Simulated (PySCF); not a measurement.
C4H10O2, charge -1, doublet, at the geometry of the source list (a state made from the parent by changing its charge; the spin is typed, not shown lowest) (in this run its highest filled SCF level lies above zero, so its values depend strongly on the basis, on diffuse functions most of all). Base run: HF/STO-3G (PySCF).

Here is a job for PySCF.
```python
from pyscf import gto, scf

mol = gto.M(
    atom='''
C     2.54090000    0.44440000   -0.00820000
O     1.37100000   -0.18980000    0.43580000
C     0.22760000    0.17020000   -0.31120000
C    -0.97310000   -0.56690000    0.29040000
C    -2.25710000   -0.24300000   -0.46130000
O    -1.14140000   -0.19520000    1.63950000
H     2.45520000    1.53540000    0.06930000
H     3.34660000    0.09480000    0.63380000
H     2.76200000    0.18360000   -1.05040000
H     0.06420000    1.25710000   -0.25040000
H     0.35690000   -0.10640000   -1.36760000
H    -0.76740000   -1.64900000    0.23140000
H    -2.45540000    0.82340000   -0.40320000
H    -2.17160000   -0.53950000   -1.50240000
H    -3.08510000   -0.77370000   -0.00230000
H    -0.27340000   -0.24560000    2.05670000
''',
    basis='sto-3g',
    charge=-1,
    spin=1,
    verbose=4,
)

mf = scf.UHF(mol)
mf.kernel()
```

The base run was repeated with changes; each row names its change, and settings that it needs were set with it.

```tsv
change	ΔE vs base (mEh)	SCF cycles	<S^2>	outcome
base	0.000	17	0.767	converged
DIIS = EDIIS	-	50	-	not converged
conv_tol = 1e-6	0.000	13	0.767	converged
level_shift = 0.3 (with mf.max_cycle = 100)	0.000	24	0.767	converged
init_guess = huckel	0.000	24	0.767	converged
diis_space = 4	0.000	18	0.767	converged
conv_tol = 1e-7	0.000	14	0.767	converged
DIIS = ADIIS	0.000	42	0.767	converged
init_guess = atom	0.000	18	0.767	converged
diis_space = 20	0.000	17	0.767	converged
solver = newton	0.000	-	0.767	converged
conv_tol = 1e-11	0.000	20	0.767	converged
conv_tol = 1e-4	0.029	9	0.766	converged
```

Open shells are given as the SCF converged; they aren't shown to be the lowest states, and a large step between rows can be another state.
